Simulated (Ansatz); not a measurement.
Job for Ansatz (an electronic-structure program): U-CCSD(T)/cc-pVDZ on C3H4O (SMILES [CH2]C([CH2])=O), 2S+1 = 3, a spin state set in the input, which need not be the lowest, at the other state's geometry.

Ansatz 0.2 input:
```yaml
crystal:
  periodic: [false, false, false]
  atoms:
    - {symbol: C, position_ang: [1.04801593, -0.72610934, 0.53613549]}
    - {symbol: C, position_ang: [0.02120518, 0.11927409, -0.03386976]}
    - {symbol: C, position_ang: [-1.26924985, -0.51827856, -0.18277195]}
    - {symbol: O, position_ang: [0.22937382, 1.29017289, -0.36636490]}
    - {symbol: H, position_ang: [2.04155011, -0.32312840, 0.68011012]}
    - {symbol: H, position_ang: [0.84911947, -1.74994766, 0.82214096]}
    - {symbol: H, position_ang: [-2.09055781, 0.04747183, -0.60183310]}
    - {symbol: H, position_ang: [-1.43492990, -1.54509599, 0.11353856]}
basis:
  gaussian:
    orbitals: cc-pVDZ
magnetization: {spin_polarized: true, initial_magnetization: 2}
correlation: {method: ccsd_t, electrons: outside_noble_gas}
scf: {omitted_lower_state_checks: [cluster_reference]}
```

The head of its log:

```
WARN ansatz: RAYON_NUM_THREADS=1 ignored (pool sized by the plan → 1); use --threads N
Functional definition: HF
these checks for a lower state are left out or cut short: cluster_reference
integrals: 0.09 GiB planned
694 factors; integrals over basis functions are off by at most 1.3e-3 eV
mean field: 0.18 GiB planned
mean field evaluation 1: about -5187.2239 eV, gradient 2.3e1 eV
mean field evaluation 2: about -5187.2266 eV, gradient 2.3e1 eV
mean field evaluation 4: about -5190.0819 eV, gradient 3.8e0 eV
mean field evaluation 8: about -5190.4067 eV, gradient 2.6e-1 eV
mean field evaluation 16: about -5189.5666 eV, gradient 6.6e0 eV
mean field -5190.40941449 eV, -190.7440277966 hartree, gradient 1.3e-6 eV, S^2 2.180724; 2 other end points of the search recorded, 0 dependent functions left out
4 core orbitals not correlated
reference -5190.40941449 eV, -190.7440277966 hartree; 12, 10 occupied and 60, 62 virtual orbitals, 694 factors
```

Task: Give the final energy of this run.

Result: -191.3211 hartree (reference determinant -190.7440, T1 diagnostic 0.026). Its determinant has ⟨S²⟩ = 2.18, a mixture of spin states.
